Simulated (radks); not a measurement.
The numbers below are computed, except where a source is named.
The table gives one normalised radial function P(r) = r R(r) of Cr4+ in [Ar] 3d2 (r in bohr). Level of theory: scalar-relativistic Kohn-Sham, r2SCAN, spin-unpolarised, spherical densities, finite nucleus; meta-GGA in the generalised Kohn-Sham scheme; Fermi nuclear charge, rms radius 3.6452 fm (a radial shooting solver on a logarithmic mesh with Libxc functionals).

r	P
0.003362	0.0019
0.004274	0.0030
0.00539	0.0047
0.006853	0.0074
0.008711	0.0116
0.01099	0.0177
0.01397	0.0274
0.01775	0.0421
0.02239	0.0630
0.02846	0.0942
0.0359	0.1366
0.04563	0.1958
0.05801	0.2721
0.07316	0.3603
0.093	0.4584
0.1182	0.5449
0.1491	0.5889
0.1895	0.5545
0.239	0.4076
0.3039	0.1217
0.3863	-0.2731
0.4872	-0.6830
0.6193	-1.0129
0.781	-1.1339
0.9929	-1.0205
1.262	-0.7382
1.592	-0.4304
2.024	-0.1868
2.572	-0.0576
3.244	-0.0124

Which n and l does it have? It may be an empty orbital.

Answer. n = 3, l = 1: the number of nodes gives n - l - 1 = 1, the rise at small r (about r^(l+1)) gives l, and the extent must fit the shell. The curve is that of 3p. 3p: eigenvalue -104.87 eV, 1 radial node at r = 0.329 bohr, <r> = 0.918 bohr, 90 % of the charge inside 1.40 bohr.
